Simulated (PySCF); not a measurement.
CdFCl, SMILES [Cd]([F])[Cl]. Atoms are numbered in the order given.

```xyz
3

Cd     0.0000     0.0000    -0.2858
F      0.0000     0.0000    -2.2282
Cl     0.0000     0.0000     1.9867
```

Geometry optimised at B3LYP-D3(BJ)/def2-TZVP. The def2 effective core potentials stand for the cores of Cd; spin–orbit coupling is left out.

Method: TDDFT-LC-ωPBE/def2-TZVPD (PySCF).

Vertical excitations; the highest root listed may be one member of a degenerate set.  State labels are in the subgroup C2v.

```csv
state,symmetry,energy (eV),λ (nm),f,main pairs
S1,B1,6.08,204,0.011,HOMO−1→LUMO (degenerate set)
S2,B2,6.08,204,0.011,HOMO→LUMO (degenerate set)
S3,B2,6.98,178,0.038,HOMO−3→LUMO (degenerate set)
S4,B1,6.98,178,0.038,HOMO−4→LUMO (degenerate set)
S5,A1,7.63,162,0.112,"HOMO−2→LUMO 65 %, HOMO−1→LUMO+1 13 %, HOMO→LUMO+2 13 %"
S6,A1,8.01,155,0.047,HOMO−5→LUMO 78 %
S7,A2,8.09,153,0.000,"HOMO→LUMO+1, HOMO−1→LUMO+2 (degenerate set)"
S8,A1,8.09,153,0.000,"HOMO→LUMO+2, HOMO−1→LUMO+1 (degenerate set)"
S9,A2,8.10,153,0.000,"HOMO−1→LUMO+2 47 %, HOMO→LUMO+1 47 %"
S10,A2,9.11,136,0.000,"HOMO−3→LUMO+1 46 %, HOMO−4→LUMO+2 46 %"
T1,B2,5.67,219,0,HOMO→LUMO (degenerate set)
T2,B1,5.67,219,0,HOMO−1→LUMO (degenerate set)
T3,A1,6.47,191,0,HOMO−2→LUMO 79 %
T4,B1,6.49,191,0,HOMO−4→LUMO 90 %
```
Triplets are in the Tamm–Dancoff approximation, which puts them higher than full response would, so one can lie above its singlet here.
